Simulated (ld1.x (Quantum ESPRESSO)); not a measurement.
**Transferability test, PAW potential for Co (Z = 27)**

ld1.x (Quantum ESPRESSO) 7.5 input, shortened:

```
&input
   title='Co', zed=27., rel=1, dft='PBE', iswitch=3,
   config='[Ar] 3d7 4s1 4p0'
 /
 &inputp
   pseudotype=3, lpaw=.true., tm=.true., lloc=-1, rcloc=2.20,
   nlcc=.false.,
   which_augfun='PSQ', rmatch_augfun_nc=.true.
 /
6
4S  1  0   1.00   0.00  2.00  2.15  0.0
4S  1  0   0.00   0.75  2.00  2.15  0.0
4P  2  1   0.00   0.00  2.10  2.80  0.0
4P  2  1   0.00   0.85  2.10  2.80  0.0
3D  3  2   7.00   0.00  0.65  0.80  0.0
3D  3  2   0.00   0.05  0.65  0.80  0.0
 &test
   configts(1)='3d7 4s1 4p0'
 /
```

Energies are relative to the spin-unpolarised reference configuration 3d7 4s1 4p0; without spin polarisation the order of configurations can differ from experiment. The frozen-core shift is the all-electron ΔE with the core orbitals held at their reference shape minus the fully relaxed ΔE.

| valence configuration | charge | ΔE all-electron (eV) | error AE − PS (meV) | frozen-core shift (meV) |
| --- | --- | --- | --- | --- |
| 3d7 4s2 4p0 | 0 | -9.030 | +6.0 | +0.5 |
| 3d7 4s0 4p0 | +2 | 16.786 | +13 | +4.0 |
| 3d6 4s0 4p0 | +3 | 52.656 | -336 | +257 |
| 3d8 4s0 4p0 | +1 | -2.559 | -85 | +91 |
| 3d7 4s1.5 4p0 | +0.5 | -5.428 | +2.4 | -0.1 |
| 3d7.5 4s1.5 4p0 | 0 | -9.991 | -17 | +16 |

**Question.** What are ΔE and the potential's error for 3d7 4s0 4p2?

**Answer.** ΔE = -0.052 eV all-electron; the error (AE − PS) is +1.5 meV.

A variational frozen-core shift is positive and of second order in the change. This column holds negative values, so the frozen-core run of ld1.x carries numerical noise or an error of first order here, and the column gives no more than the rough size of the effect.
